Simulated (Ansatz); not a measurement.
Consider the redistribution: `[F][SnH]([F])[O]C(F)(F)F` + `O=C=NBCl` → `O=C=[N][SnH]([F])[F]` + `FC(F)(F)OBCl`.

Isolated molecules relaxed with PBE0-D4/def2-TZVP in Ansatz; ΔE leaves out vibrations. CBS: MP2 limit from def2 TZ/QZ plus the TZ coupled-cluster correction, frozen cores. Functionals use def2-TZVPP. Elements past krypton have def2 core potentials. For Sn outer-core shells are correlated without core-valence functions, which leaves a few kJ/mol of doubt a bond. Each species was taken in one conformer, which may not be the lowest.

`[F][SnH]([F])[O]C(F)(F)F`:

```xyz
9

F    -0.264   -0.121    2.425
Sn    0.375    0.994    1.040
F     2.210    0.578    0.865
O    -0.515    0.443   -0.619
C    -0.481   -0.790   -1.116
F     0.062   -0.805   -2.332
F     0.245   -1.623   -0.341
F    -1.705   -1.305   -1.214
H     0.072    2.627    1.291
```

`O=C=NBCl`:

```xyz
6

O    -2.157    1.470   -0.308
C    -1.277    0.778   -0.013
N    -0.409    0.043    0.374
B     0.825   -0.603    0.192
Cl    1.757   -0.360   -1.271
H     1.261   -1.327    1.026
```

`O=C=[N][SnH]([F])[F]`:

Cartesian coordinates in Å:
```
O 1.959 1.383 1.808
C 1.008 1.122 1.197
N -0.019 0.924 0.593
Sn -0.700 -0.476 -0.633
F 0.546 -0.608 -2.059
F -0.530 -2.132 0.278
H -2.265 -0.214 -1.184
```

`FC(F)(F)OBCl`:

Cartesian coordinates in Å:
```
F -0.670 -0.679 1.495
C 0.384 -0.036 0.999
F 1.464 -0.439 1.643
F 0.215 1.264 1.225
O 0.550 -0.295 -0.322
B -0.417 0.018 -1.233
Cl -0.084 -0.362 -2.892
H -1.442 0.528 -0.916
```

(1) Is it downhill or uphill in electronic energy at CCSD(T)/CBS, and by how much? (An estimate is asked.)

(2) What do these levels give: PBE-D4, r2SCAN-D4, ωB97X-V, PBE0, HF/CBS(def2), CCSD/CBS(def2)? (An estimate is asked.)

Largest T1 diagnostic among the species: 0.016.

## Answers

(1) Ansatz gave: Downhill: ΔE = -0.30 eV.

(2) Computed: PBE-D4 -0.19, r2SCAN-D4 -0.23, ωB97X-V -0.29, PBE0 -0.27, HF/CBS(def2) -0.39, CCSD/CBS(def2) -0.32 eV.

In def2-TZVPP, CCSD(T) changes the Hartree–Fock value by +0.06 eV (the triples alone add +0.02 eV) and MP2 by +0.07 eV. From PBE to PBE0 (25 % exact exchange), in def2-TZVPP and without D4, ΔE moves by −0.07 eV.
